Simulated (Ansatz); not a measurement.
`CC(=S)[O][GeH3]` → `CC(O)=S` + `[GeH2]` at 298.15 K and 1 bar (germylene loss).

Gas-phase electronic energies from Ansatz, PBE0-D4/def2-TZVP geometries. CCSD(T)/CBS is the MP2 limit (def2-TZVPP, def2-QZVPP) plus CCSD(T) − MP2 in def2-TZVPP, frozen cores. For Ge outer-core shells are correlated without core-valence functions, which leaves a few kJ/mol of doubt a bond. Scalar relativity is left out up to krypton. Each species was taken in one conformer, which may not be the lowest.

```csv
species,CCSD(T)/CBS energy (Eh),H − E (kJ/mol),S (J/(mol·K))
`CC(=S)[O][GeH3]`,-2628.76657,212.3,364.6
`CC(O)=S`,-551.45551,171.9,295.7
`[GeH2]`,-2077.24753,38.7,220.4
```

H − E and S are ideal-gas, rigid-rotor, harmonic terms from PBE0-D4/def2-TZVP, for one conformer and one mirror image of each species. 1 Eh = 2625.50 kJ/mol, R = 8.31446 J/(mol·K).

Problem. By hand: ΔE, ΔH, ΔS and ΔG.

Solution. ΔE = (-551.45551) + (-2077.24753) − (-2628.76657) = 0.06353 Eh = 166.8 kJ/mol. Δ(H − E) = 171.9 + 38.7 − 212.3 = -1.7, so ΔH = 165.1 kJ/mol. ΔS = 295.7 + 220.4 − 364.6 = 151.5 J/(mol·K). ΔG = 165.1 − 298.15 × (151.5)/1000 = 119.9 kJ/mol.

Problem. By hand: the equilibrium constant, and the temperature at which ΔG would vanish if ΔH and ΔS stayed fixed.

Solution. log₁₀ K = −ΔG/(RT ln 10) = -21.0. ΔG = 0 at ΔH/ΔS = 1090 K.

The number of gas molecules changes by +1, which sets the sign of ΔS. A doubt of 5 kJ/mol in ΔE shifts log₁₀ K by 0.9 here. Other conformers and mirror images would add mixing entropy, several J/(mol·K) or more a flexible species. Modes under 60 cm⁻¹, often nearly free rotors, make the harmonic entropy too high. These are equilibria of isolated gas molecules and say nothing of rates. Largest T1 diagnostic: 0.017 (customary marks: 0.02 for closed shells, 0.045 for open ones).
